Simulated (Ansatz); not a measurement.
Mulliken charges of `S[SiH]1CC1` from r2SCAN/def2-TZVPP in Ansatz (PBE0-D4/def2-TZVP geometry).

```csv
atom,x (Å),y (Å),z (Å),charge (e)
S1,-1.035,1.471,-1.698,-0.264
Si2,-0.617,0.515,0.149,0.352
C3,0.278,-1.095,0.184,-0.200
C4,1.151,0.145,0.499,-0.212
H5,-2.182,0.807,-1.924,0.109
H6,-1.524,0.860,1.264,-0.072
H7,0.102,-1.780,1.008,0.070
H8,0.490,-1.602,-0.751,0.073
H9,1.900,0.399,-0.244,0.075
H10,1.521,0.229,1.515,0.069
```

Task: By hand: the dipole of these point charges (1 e Å = 4.8032 D).

Result: Σ q r = (-0.081, -0.189, 0.159) e Å, of length 0.260 e Å = 1.25 D.

Task: How does the dipole of the full density compare? (Estimate.)

Result: Ansatz gave: (-0.072, -0.177, 0.087) e Å, 1.01 D; the point charges give 1.24 times that, at 13° from its direction.

Point charges leave out the atoms' own dipoles, such as those of lone pairs, and Mulliken's split depends on the basis, so the two needn't agree.
